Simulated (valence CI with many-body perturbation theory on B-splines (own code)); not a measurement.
## E1 line list for Dy¹⁷⁺

Calculated by configuration interaction combined with many-body perturbation theory (CI+MBPT): three valence electrons over a frozen Dirac-Fock core [Kr] 4d10, radial functions for each j: 7 s, 7 p, 7 d, 7 f, 4 g, 2 h, with the one-electron correlation potential Σ1 (screened to all orders), the two-electron term Σ2, the three-electron term Σ3, Breit, model QED; selected single and double excitations, second order for the rest, scaled by the run's own slope (own B-spline code, finite nucleus).

No measured spectrum was set against this ion. As an estimate, terms of the open shell hold to a few per cent of their energy, and close levels can change places.

Lines 151 to 200 of 553 in falling wavelength, among levels below 986490 cm⁻¹, chosen from the strongest by gf and those to the six lowest levels. Wavelengths and rates use the calculated energies, so an error of 2000 cm⁻¹ moves a line at 251.7 Å by 0.5 % and its rate by three times that or more. Electric multipoles are in the length gauge, E1 and E2 with the static RPA response of the core. Weak lines are less certain than strong ones. Lines between different terms over intervals too small for the method are left out, as are lines whose strength nearly cancels. Where a level lies close to another of its J and parity, the split of strength between their lines is uncertain. The highest levels of a list are the least certain.

Names give the largest LS component (configuration and term), which can be under half, so a name can repeat, a term be missing and a line seem to break the LS rules; names also repeat where a configuration has a term twice. Letters in brackets count levels of one name in rising energy.

| λ vac (Å) | Upper | Lower | A (s⁻¹) | S (a.u.) with core polarisation | S without |
| --- | --- | --- | --- | --- | --- |
| 251.7 | 4f2 5d 4H_9/2 [c] | 4f2 5p 4F°_7/2 | 6.13e+09 | 4.82e-01 | 5.97e-01 |
| 251.5 | 4f2 5d 4H_11/2 [c] | 4f2 5p 2G°_9/2 [b] | 3.43e+09 | 3.23e-01 | 3.99e-01 |
| 250.8 | 4f2 5d 4G_11/2 [a] | 4f2 5p 2G°_9/2 [c] | 2.95e+09 | 2.75e-01 | 3.41e-01 |
| 249.9 | 4f2 5d 2F_7/2 [c] | 4f2 5p 2G°_9/2 [d] | 9.80e+09 | 6.03e-01 | 7.43e-01 |
| 249.7 | 4f2 5d 4F_9/2 [b] | 4f2 5p 2G°_9/2 [d] | 5.03e+09 | 3.87e-01 | 4.77e-01 |
| 249.1 | 4f2 5d 4G_5/2 [b] | 4f2 5p 4F°_3/2 | 6.04e+09 | 2.77e-01 | 3.43e-01 |
| 248.9 | 4f2 5d 4G_11/2 [a] | 4f2 5p 2G°_9/2 [b] | 6.47e+09 | 5.91e-01 | 7.30e-01 |
| 248.9 | 4f2 5d 2I_13/2 [a] | 4f2 5p 2I°_13/2 [a] | 8.97e+09 | 9.55e-01 | 1.18e+00 |
| 248.6 | 4f2 5d 4G_11/2 [a] | 4f2 5p 2I°_13/2 [a] | 4.21e+09 | 3.83e-01 | 4.74e-01 |
| 248.6 | 4f2 5d 4K_13/2 | 4f2 5p 4H°_11/2 | 5.20e+09 | 5.53e-01 | 6.84e-01 |
| 248.5 | 4f2 5d 4G_11/2 [c] | 4f2 5p 2G°_9/2 [d] | 9.65e+09 | 8.77e-01 | 1.08e+00 |
| 248.3 | 4f2 5d 4G_9/2 [a] | 4f2 5p 4G°_7/2 [b] | 9.02e+09 | 6.82e-01 | 8.43e-01 |
| 248.2 | 4f2 5d 2F_5/2 [a] | 4f2 5p 2F°_5/2 [b] | 6.82e+09 | 3.09e-01 | 3.82e-01 |
| 248.0 | 4f2 5d 4F_9/2 [b] | 4f2 5p 2F°_7/2 [c] | 3.78e+09 | 2.85e-01 | 3.51e-01 |
| 248.0 | 4f2 5d 4I_15/2 | 4f2 5p 4I°_15/2 | 7.62e+09 | 9.19e-01 | 1.14e+00 |
| 247.9 | 4f2 5d 2D_5/2 [b] | 4f2 5p 2F°_5/2 [c] | 7.11e+09 | 3.21e-01 | 3.96e-01 |
| 247.9 | 4f2 5d 2D_3/2 [a] | 4f2 5p 2F°_5/2 [c] | 1.09e+10 | 3.28e-01 | 4.05e-01 |
| 247.4 | 4f2 5d 4G_11/2 [a] | 4f2 5p 4F°_9/2 | 7.62e+09 | 6.84e-01 | 8.45e-01 |
| 247.2 | 4f2 5d 2F_5/2 [c] | 4f2 5p 2F°_7/2 [c] | 1.06e+10 | 4.76e-01 | 5.88e-01 |
| 246.9 | 4f2 5d 2G_7/2 [b] | 4f2 5p 2F°_5/2 [c] | 6.84e+09 | 4.07e-01 | 5.01e-01 |
| 246.7 | 4f2 5d 4K_15/2 | 4f2 5p 4I°_13/2 | 3.89e+09 | 4.61e-01 | 5.70e-01 |
| 246.7 | 4f2 5d 2D_5/2 [c] | 4f2 5p 2G°_7/2 [b] | 8.33e+09 | 3.71e-01 | 4.57e-01 |
| 246.6 | 4f2 5d 2I_11/2 | 4f2 5p 2G°_9/2 [b] | 9.78e+09 | 8.69e-01 | 1.07e+00 |
| 246.6 | 4f2 5d 2H_9/2 | 4f2 5p 4H°_7/2 [b] | 5.55e+09 | 4.11e-01 | 5.09e-01 |
| 246.4 | 4f2 5d 4H_11/2 [b] | 4f2 5p 2H°_11/2 [a] | 4.97e+09 | 4.40e-01 | 5.46e-01 |
| 246.3 | 4f2 5d 4H_11/2 [c] | 4f2 5p 2I°_11/2 [b] | 6.66e+09 | 5.89e-01 | 7.28e-01 |
| 246.2 | 4f2 5d 2G_9/2 [d] | 4f2 5p 2G°_9/2 [d] | 1.10e+10 | 8.11e-01 | 1.00e+00 |
| 246.2 | 4f2 5d 4G_9/2 [b] | 4f2 5p 2G°_9/2 [b] | 6.08e+09 | 4.48e-01 | 5.54e-01 |
| 246.1 | 4f2 5d 4F_9/2 [a] | 4f2 5p 4F°_7/2 | 7.89e+09 | 5.80e-01 | 7.18e-01 |
| 246.0 | 4f2 5d 4G_11/2 [b] | 4f2 5p 4G°_11/2 [b] | 4.82e+09 | 4.24e-01 | 5.25e-01 |
| 245.8 | 4f2 5d 4F_7/2 [b] | 4f2 5p 2G°_7/2 [b] | 8.42e+09 | 4.94e-01 | 6.10e-01 |
| 245.8 | 4f2 5d 4P_1/2 [a] | 4f2 5p 4D°_1/2 [b] | 1.92e+10 | 2.82e-01 | 3.49e-01 |
| 245.6 | 4f2 5d 2G_9/2 [b] | 4f2 5p 2G°_7/2 [b] | 6.31e+09 | 4.61e-01 | 5.70e-01 |
| 245.5 | 4f2 5d 2F_7/2 [d] | 4f2 5p 2G°_9/2 [d] | 1.08e+10 | 6.31e-01 | 7.79e-01 |
| 245.3 | 4f2 5d 2H_11/2 [b] | 4f2 5p 2G°_9/2 [d] | 1.48e+10 | 1.29e+00 | 1.59e+00 |
| 245.2 | 4f2 5d 2F_5/2 [c] | 4f2 5p 2F°_5/2 [d] | 2.24e+10 | 9.80e-01 | 1.21e+00 |
| 245.2 | 4f2 5d 2I_11/2 | 4f2 5p 4F°_9/2 | 3.65e+09 | 3.19e-01 | 3.95e-01 |
| 245.2 | 4f2 5d 4H_13/2 [b] | 4f2 5p 4G°_11/2 [b] | 3.72e+10 | 3.79e+00 | 4.67e+00 |
| 245.2 | 4f2 5d 4H_13/2 [a] | 4f2 5p 4I°_13/2 | 1.10e+10 | 1.12e+00 | 1.39e+00 |
| 245.2 | 4f2 5d 4I_13/2 | 4f2 5p 4H°_11/2 | 7.57e+09 | 7.71e-01 | 9.53e-01 |
| 245.1 | 4f2 5d 4F_7/2 [b] | 4f2 5p 2F°_5/2 [c] | 5.31e+09 | 3.09e-01 | 3.81e-01 |
| 245.1 | 4f2 5d 2H_11/2 [a] | 4f2 5p 2H°_11/2 [b] | 1.02e+10 | 8.92e-01 | 1.10e+00 |
| 244.7 | 4f2 5d 2I_13/2 [b] | 4f2 5p 2H°_11/2 [b] | 1.16e+10 | 1.18e+00 | 1.46e+00 |
| 244.6 | 4f2 5d 2G_9/2 [d] | 4f2 5p 2F°_7/2 [c] | 2.48e+10 | 1.79e+00 | 2.21e+00 |
| 244.6 | 4f2 5d 2P_3/2 [a] | 4f2 5p 2F°_5/2 [b] | 3.28e+10 | 9.47e-01 | 1.17e+00 |
| 244.5 | 4f2 5d 4D_7/2 | 4f2 5p 4F°_9/2 | 5.27e+09 | 3.04e-01 | 3.77e-01 |
| 244.5 | 4f2 5d 2F_7/2 [b] | 4f2 5p 4F°_5/2 [b] | 6.81e+09 | 3.93e-01 | 4.86e-01 |
| 244.3 | 4f2 5d 2F_5/2 [b] | 4f2 5p 2F°_5/2 [c] | 7.15e+09 | 3.09e-01 | 3.81e-01 |
| 244.3 | 4f2 5d 2G_9/2 [c] | 4f2 5p 2G°_7/2 [b] | 7.64e+09 | 5.50e-01 | 6.77e-01 |
| 244.2 | 4f2 5d 2G_9/2 [b] | 4f2 5p 2G°_9/2 [c] | 1.90e+10 | 1.36e+00 | 1.69e+00 |
